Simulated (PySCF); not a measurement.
**How methods differ on the excitation energy of Tc⁺**

Tc⁺ [Kr] 4d5 5s1 (7S) → Tc⁺ [Kr] 4d6 (5D), as a difference of total energies. Calculation: PySCF 2.14, in def2-TZVPPD with the def2 core potential (28 electrons) (6s4p3d2f1g, 56 functions); scalar relativity through the core potential. Correlated levels: valence and next inner shell: nothing frozen outside the core potential. The calculations carry no spin-orbit coupling.

| method | excitation energy (eV) |
| --- | --- |
| UHF | 1.509 |
| MP2 (valence and next inner shell) | 1.045 |
| SCS-MP2 (valence and next inner shell) | 0.669 |
| CCSD (valence and next inner shell) | 0.949 |
| CCSD(T) (valence and next inner shell) | 0.908 |

Problem. How much does correlation contribute at CCSD(T) (valence and next inner shell)?

Solution. 0.908 − (1.509) = -0.601 eV, measured against UHF.
